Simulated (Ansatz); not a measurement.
Compare A (`BCS[SiH2]C`) with its isomer B (`CB(S)C[SiH3]`).

Gas-phase electronic energies from Ansatz, PBE0-D4/def2-TZVP geometries. CCSD(T)/CBS is the MP2 limit (def2-TZVPP, def2-QZVPP) plus CCSD(T) − MP2 in def2-TZVPP, frozen cores. DFT in def2-TZVPP. B3LYP here is the variant with VWN-RPA as its local correlation; programs differ in this. Each species was taken in one conformer, which may not be the lowest.

**Question.** Which is lower in electronic energy at CCSD(T)/CBS, and by how much? (Best estimate.)

**Answer.** The calculation gave: B, by 26.6 kcal/mol.

**Question.** Give E(B) − E(A) in kcal/mol with r2SCAN-D4, ωB97M-V, B3LYP-D4, MP2/def2-TZVPP, B2PLYP, PBE0-D4, CCSD/def2-TZVPP. (An estimate is asked.)

**Answer.** Ansatz gave: r2SCAN-D4 -28.1, ωB97M-V -26.8, B3LYP-D4 -26.7, MP2/def2-TZVPP -27.9, B2PLYP -26.6, PBE0-D4 -27.7, CCSD/def2-TZVPP -27.5. None reverses the order clearly.

Largest T1 diagnostic: 0.012.

In def2-TZVPP, CCSD(T) changes the Hartree–Fock value by −4.8 kcal/mol (the triples alone add −0.6 kcal/mol) and MP2 by −4.7 kcal/mol.
